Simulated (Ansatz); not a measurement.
Cl$_{2}$Ga$_{2}$H$_{6}$N$_{2}$ (`[Cl][Ga@H-]1[NH2+][Ga@@H-]([Cl])[NH2+]1`), charge 0, multiplicity 1.

(1) Give a relaxed structure at PBE0-D4/def2-TZVP (Ansatz). (Best estimate.)

Answers

(1) The calculation gave: 
```xyz
12

Cl   -1.9597    0.9381    2.0651
Ga   -0.5061    1.2854    0.4920
N    -0.9565    0.0121   -0.9851
Ga    0.6983   -1.0788   -0.7063
Cl    0.0445   -2.9963    0.0707
N     1.0477    0.0859    0.8834
H    -0.1337    2.7261    0.0356
H    -1.7964   -0.5197   -0.7801
H    -1.0731    0.4190   -1.9052
H     1.7557   -0.9829   -1.8445
H     0.9224   -0.4195    1.7546
H     1.9569    0.5307    0.9197
```
Point group C2v.
This is one stationary point; other conformers may exist.
